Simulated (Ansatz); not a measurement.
Reaction (ligand exchange at the In–N bond): `O=C=[N][InH][Cl]` + HCl → `[Cl][InH][Cl]` + `N=C=O`

Gas-phase electronic energies from Ansatz, PBE0-D4/def2-TZVP geometries. CCSD(T)/CBS adds triple-zeta CCSD(T) − MP2 to the extrapolated MP2 energy (def2 sets, frozen cores). This one scheme is used for every species. DFT in def2-TZVPP. def2 core potentials past Kr. For In outer-core shells are correlated without core-valence functions, which leaves a few kJ/mol of doubt a bond. Each species was taken in one conformer, which may not be the lowest.

`O=C=[N][InH][Cl]`:

Cartesian coordinates in Å:
```
O 0.834 -0.100 2.708
C 0.207 0.112 1.748
N -0.495 0.366 0.802
In -0.424 0.073 -1.194
Cl 1.511 -1.039 -1.811
H -1.634 0.587 -2.253
```

HCl:

Z-matrix (Å, degrees):
```
Cl
H 1 1.279
```

`[Cl][InH][Cl]`:

```xyz
4

Cl    1.121   -0.216    1.874
In   -0.050    0.205   -0.075
Cl   -0.648   -1.747   -1.159
H    -0.423    1.757   -0.641
```

`N=C=O`:

```xyz
4

N    -0.033    0.743   -0.182
C    -0.091   -0.463   -0.138
O    -0.205   -1.615   -0.226
H     0.329    1.334    0.545
```

| level | ΔE (eV) |
| --- | --- |
| r2SCANh-D4 | -0.59 |
| r2SCAN0 | -0.60 |

Question: What does CCSD(T)/CBS give? (Best estimate.)

Answer: Computed: -0.49 eV. The listed levels differ from it by -0.10, -0.11 eV.

Largest T1 diagnostic among the species: 0.018.

Leaving LDA and LC-ωPBE aside and taking each functional with its dispersion term where it has one, the values, not all of them listed here, spread over 0.07 eV, from B97M-V to PBE-QIDH. In def2-TZVPP, CCSD(T) changes the Hartree–Fock value by +0.10 eV (the triples alone add +0.01 eV) and MP2 by +0.11 eV. The D4 term adds +0.03 eV with B3LYP and +0.02 eV with PBE0; it sums over pairs of atoms, weighted by their polarisabilities, and B3LYP, whose exchange is more repulsive, gets the larger term.

B3LYP here is the variant with VWN-RPA as its local correlation; programs differ in this.
